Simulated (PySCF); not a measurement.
Job for PySCF: R-B3LYP/6-311+G** on CH2O2 (SMILES O=CO).

```python
from pyscf import gto, scf, dft, mp
from pyscf.data.elements import chemcore

mol = gto.M(
    atom='''
    O     1.12679605   -0.20599541    2.58091528
    C     0.23637730   -0.07718064    3.38703659
    O    -1.02757544    0.22407504    3.11447779
    H     0.37877713   -0.19888074    4.46641078
    H    -1.14454484    0.33084237    2.14873161
    ''',
    basis='6-311+g**',
    charge=0, spin=0, verbose=3, max_memory=1800)
mf = dft.RKS(mol, xc='b3lyp')
mf.conv_tol = 1e-8
mf.max_cycle = 100
mf.kernel()
if not mf.converged:
    mf = mf.newton().run(mf.mo_coeff, mf.mo_occ)
```

It printed:

```
converged SCF energy = -189.827196286902
```

Self-consistency was reached.

Cost: very roughly 2.5 core-seconds.
